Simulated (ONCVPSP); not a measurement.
**Transferability test, ONCV potential for Ga (Z = 31)**

```json
{
  "Element": "gallium",
  "Generator": "ONCVPSP 4.0.1",
  "Type": "optimised norm-conserving Vanderbilt (ONCV)",
  "Functional": "PBEsol",
  "Relativity": "scalar-relativistic",
  "Frozen core": "[Ar] 3d10",
  "Valence charge": "3",
  "Reference configuration": "4s2 4p1",
  "Partial waves": "4s: rc 1.70 bohr, ncon 4, nbas 8, qcut 3.9 1/bohr, local; 4p: rc 2.60 bohr, ncon 3, nbas 6, qcut 3.2 1/bohr, 3 projectors, debl 1.3 Ha; d scattering state at 0.37 Ha: rc 2.75 bohr, ncon 3, nbas 6, qcut 2.9 1/bohr, 2 projectors, debl 3.1 Ha",
  "Local potential": "the s channel",
  "Core correction": "polynomial model core, fcfact 0.7"
}
```

Energies are relative to the spin-unpolarised reference configuration 4s2 4p1; without spin polarisation the order of configurations can differ from experiment.

| valence configuration | charge | ΔE all-electron (eV) | error AE − PS (meV) |
| --- | --- | --- | --- |
| 4s2 4p0 | +1 | 5.680 | -14 |
| 4s1 4p0 | +2 | 26.816 | -206 |
| 4s2 4p0.5 | +0.5 | 2.027 | -2.1 |
| 4s1 4p1 | +1 | 13.085 | -48 |

Levels in the configuration 4s1 4p1:

```json
{"level": "4s", "all-electron (eV)": "-17.450", "pseudo (eV)": "-17.565"}
{"level": "4p", "all-electron (eV)": "-9.951", "pseudo (eV)": "-10.025"}
```
